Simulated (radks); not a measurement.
The numbers below are computed, except where a source is named.
Ionisation of Mg+, [Ne] 3s1, to Mg2+, [Ne], under several functionals. Scalar-relativistic Kohn-Sham, spin-unpolarised, spherical densities, point nucleus; a radial shooting solver on a logarithmic mesh with Libxc functionals.

functional                               E(Mg+) (hartree)  Exc (hartree)  IE (eV)  -e(HOMO) (eV)  <r> HOMO (bohr)  IE error (eV)
revPBE                                         -200.06964      -16.23412   14.945         11.293            2.812         -0.090
exchange-only B88                              -199.68796      -15.84136   14.448         10.782            2.822         -0.587
XLYP                                           -200.21588      -16.38357   15.330         11.440            2.775         +0.295
OLYP                                           -200.12069      -16.30273   15.102         11.078            2.833         +0.066
AM05                                           -199.26703      -15.39819   14.767         11.272            2.806         -0.268
LDA (Slater exchange, VWN5 correlation)        -199.16392      -15.28942   15.042         11.520            2.777         +0.007
Wu-Cohen GGA                                   -199.79226      -15.94763   14.783         11.288            2.807         -0.253
BP86                                           -200.12289      -16.28830   14.913         11.508            2.793         -0.122

NIST Atomic Spectra Database: 15.035 eV (measured). Closest: LDA (Slater exchange, VWN5 correlation). The Delta-SCF values span 0.88 eV, the total energies 1.05 hartree. The highest occupied level is 3s. Spin polarisation and multiplet splitting are left out, so open shells lie too high by an amount that depends on their filling.

Beside tabulated values, note that spin-unpolarised runs miss the spin-polarisation part of the exchange energy of open shells.
